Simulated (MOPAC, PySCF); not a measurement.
H6Si3, SMILES `[SiH](=[SiH2])[SiH3]`, neutral singlet in the gas phase. 

Z-matrix (Å, degrees):
```
Si
H 1 1.4810
Si 1 2.1518 2 117.43
H 3 1.4771 1 119.69 2 179.32
H 3 1.4779 4 112.91 1 -157.81
Si 1 2.3238 2 118.36 3 151.35
H 6 1.4813 1 107.23 2 -170.44
H 6 1.4827 7 109.54 1 -121.90
H 6 1.4827 7 109.11 8 -118.25
```
Charge 0, spin multiplicity 1.

All levels are single points at this geometry (B3LYP-D3(BJ)/def2-TZVP); Pople sets use spherical d functions. Orbital energies aren't observables, and empty levels follow the basis.

```tsv
level	HOMO (eV)	LUMO (eV)	gap (eV)	dipole (D)	vertical IE, Delta-SCF (eV)
B3LYP-D3(BJ)/def2-TZVP in PySCF	-5.89	-2.26	3.63	0.07	–
PBE-D3(BJ)/def2-TZVP in PySCF	-5.31	-2.84	2.46	0.07	–
B3LYP/6-311+G** in PySCF	-5.91	-2.28	3.63	0.11	–
HF/6-31G* in PySCF	-7.52	0.83	8.35	0.19	6.76
AM1 in MOPAC	-8.63	-2.17	6.46	0.60	–
PM7 in MOPAC	-8.36	-2.02	6.34	0.93	–
```
